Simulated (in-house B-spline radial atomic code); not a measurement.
A calculation on neutral niobium: its settings, and results tabulated from the run. Computed with a B-spline radial code for spherical atoms: scalar-relativistic (X2C) Hartree-Fock, spin-polarised, averaged over the determinants with the given up and down occupations, Fermi nucleus of rms radius 4.324 fm, inside a hard spherical wall at 6.13 bohr.

Command:
```bash
python run_scf.py task.json out
```
Settings (nuclear radius in fm, mass in u):
```
Z                41
configuration    [Ar] 3d9 4s2 4p6 4d4 4f1 5s1
hamiltonian      x2c
method           hf
spin_polarised   True
nucleus          fermi
rms_radius       4.324
atomic_mass      92.90637
speed_of_light   137.035999084
wall_radius      6.13
```

Output (hartree, bohr):
```
 radial grid: 64 intervals, B-splines of order 8, outer radius 6.13 bohr

 iter        energy (Eh)    residual
    1       -3806.180642    4.83e-01
    2       -3808.221148    1.76e-01
    3       -3809.184906    3.50e-02
    4       -3809.232670    9.58e-03
    5       -3809.235532    4.55e-03
    6       -3809.236249    5.61e-04
    7       -3809.236264    2.30e-04
    8       -3809.236265    3.22e-05
    9       -3809.236265    2.80e-06
   10       -3809.236265    5.45e-07
   11       -3809.236265    9.14e-08

 total energy                     -3809.23626
 kinetic                            3945.9051
 electron-nucleus                  -9182.3367
 electron-electron                  1427.1953

 orbital      occ     eigenvalue          <r>       <r^2>       <1/r>       r_max
 1s up      1.000      -702.4911    0.0355982   0.0017206     43.7307     0.02293
 1s down    1.000      -702.4887    0.0355979  0.00172056     43.7308     0.02293
 2s up      1.000      -101.9879     0.157302   0.0292422     9.79262      0.1329
 2s down    1.000      -101.8415      0.15717   0.0291882     9.80107      0.1328
 2p up      3.000       -90.9760     0.137579   0.0231525     9.29319      0.1063
 2p down    3.000       -90.8358     0.137391   0.0230804     9.30269      0.1063
 3s up      1.000       -18.8653      0.43644    0.218098     3.35227      0.3925
 3s down    1.000       -18.6625     0.437149    0.218737     3.34172      0.3929
 3p up      3.000       -15.1562     0.438315    0.223343     3.15068      0.3865
 3p down    3.000       -14.9113     0.439263    0.224191     3.13861       0.387
 3d up      5.000        -9.1436     0.422545    0.213854     2.90477      0.3315
 3d down    4.000        -8.9690     0.424133    0.215445     2.89521      0.3324
 4s up      1.000        -3.0430      1.13628     1.46102     1.19226       1.012
 4s down    1.000        -2.8209      1.12734     1.43677     1.20325       1.008
 4p up      3.000        -1.9535      1.26659     1.83822     1.05124       1.095
 4p down    3.000        -1.6762      1.24716     1.77696     1.06835       1.087
 4d up      4.000        -0.4483      1.78028     3.78528    0.741972       1.371
 4f up      1.000         0.3216      3.78473     15.2232    0.287615       3.988
 5s up      1.000        -0.2473      3.08016     10.4357    0.406014       2.842
```

Cost of the run: 0.48 s on 1 thread of Intel(R) Xeon(R) Platinum 8375C CPU @ 2.90GHz (shared host).

One-electron X2C: radii and densities carry no picture-change correction, so inner-shell <1/r> comes out high (for 1s by about 2 % at Z = 33, 5 % at 54, 10 % at 75, 30 % at 118) and <r> low.
